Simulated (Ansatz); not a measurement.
Input for Ansatz (an electronic-structure program): R-B97M-V/def2-TZVPP on MgAl+, 2S+1 = 1, a spin state set in the input, which need not be the lowest, a point of a bond scan (R = 3.144 Å). Charge +1.

Ansatz 0.2 input:
```yaml
crystal:
  periodic: [false, false, false]
  atoms:
    - {symbol: Mg, position_ang: [0.00000000, 0.00000000, 0.00000000]}
    - {symbol: Al, position_ang: [0.00000000, 0.00000000, 3.14361800]}
basis:
  gaussian:
    orbitals: def2-TZVPP
    pivot_positions_ang: [[0.00000000, 0.00000000, 0.00000000], [0.00000000, 0.00000000, 3.14361800]]
hamiltonian:
  xc: {name: B97M-V}
total_charge: 1
output: {forces: true, orbitals: {seedname: ./end}}
```

Problem. Predict the final total energy.

Solution. -442.1396 hartree.
